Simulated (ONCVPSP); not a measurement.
Hf (Z = 72): ONCV pseudisation with PBE, fully relativistic reference atom.

* Element: hafnium
* Generator: ONCVPSP 4.0.1
* Type: optimised norm-conserving Vanderbilt (ONCV)
* Functional: PBE
* Relativity: fully relativistic
* Frozen core: [Kr] 4d10 4f14 5s2
* Valence charge: 10
* Reference configuration: 5p6 5d2 6s1.75 (charge +0.25)
* Partial waves: 6s: rc 2.95 bohr, ncon 4, nbas 8, qcut 1.9 1/bohr, 2 projectors, debl 2.6 Ha; 5p: rc 2.15 bohr, ncon 5, nbas 8, qcut 5.4 1/bohr, 2 projectors, debl 2.1 Ha; 5d: rc 2.90 bohr, ncon 4, nbas 9, qcut 5.6 1/bohr, 2 projectors, debl 2.2 Ha; f scattering state at 0.27 Ha: rc 2.85 bohr, ncon 4, nbas 9, qcut 3.4 1/bohr, 2 projectors, debl 1.8 Ha
* Local potential: polynomial inside 2.00 bohr (lpopt 3, dvloc0 1 Ha)
* Core correction: none

Open shells are filled in proportion to 2j + 1.

* Cutoffs needed: 11 Ha and 18 Ha (the cutoffs (Ha) at which the residual kinetic energy of the hardest occupied pseudo-wave falls to 1 and 0.1 mHa per electron) The cutoffs count occupied waves only; projector 2 of the f channel, the hardest unoccupied one, needs 36 Ha at the loose tolerance.
* Ghost test: no bound ghost flagged; GHOST(+) flagged for s at 59.0 eV
* Largest excitation error: +20 meV (all-electron minus pseudo) for 5p6 5d2 6s0, out of 4 test configurations
